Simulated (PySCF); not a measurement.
**How exact exchange moves a shielding**

Molecule: SMILES [SiH3]O[C@H]1CS1, C₂H₆OSSi.

Mapped SMILES: `[SiH3:1][O:2][C@H:3]1[CH2:4][S:5]1`. Hydrogens are named by the atom that carries them. Ha(C4) is cis to O2 on the ring; Hb(C4) is trans to O2 on the ring.

GIAO shieldings (ppm, equivalent atoms averaged) in PySCF 2.14 on the PBE0-D3(BJ)/def2-SVP geometry, basis pcSseg-2, gas phase, non-relativistic:

| functional | exact exchange (%) | σ(Si1) | σ(O2) | σ(C3) | σ(C4) |
| --- | --- | --- | --- | --- | --- |
| BLYP | 0 | 350.4 | 249.5 | 98.6 | 143.0 |
| BP86 | 0 | 355.8 | 254.8 | 102.8 | 147.1 |
| PBE | 0 | 356.7 | 254.8 | 103.1 | 147.5 |
| B3LYP | 20 | 362.9 | 263.0 | 105.7 | 148.4 |
| PBE0 | 25 | 372.8 | 270.6 | 111.5 | 153.7 |
| BHandHLYP | 50 | 382.8 | 279.3 | 115.4 | 155.5 |
| HF | 100 | 421.0 | 302.0 | 130.7 | 166.5 |

(1) Fit each shielding as a line in the percentage of exact exchange.

(2) What does the line predict for mPW1PW91 (25 %), and what does the run give?

Results:

(1) σ(Si1) = 353.5 + 0.66 x (rms 3.0 ppm); σ(O2) = 254.0 + 0.49 x (rms 2.5 ppm); σ(C3) = 101.6 + 0.29 x (rms 1.8 ppm); σ(C4) = 146.0 + 0.21 x (rms 1.8 ppm). The functionals also differ in their semilocal parts, which the line can't hold; Hartree–Fock has no correlation at all.

(2) σ(Si1): 370.0 predicted, 372.0 computed; σ(O2): 266.2 predicted, 270.3 computed; σ(C3): 108.8 predicted, 110.7 computed; σ(C4): 151.2 predicted, 152.9 computed ppm.
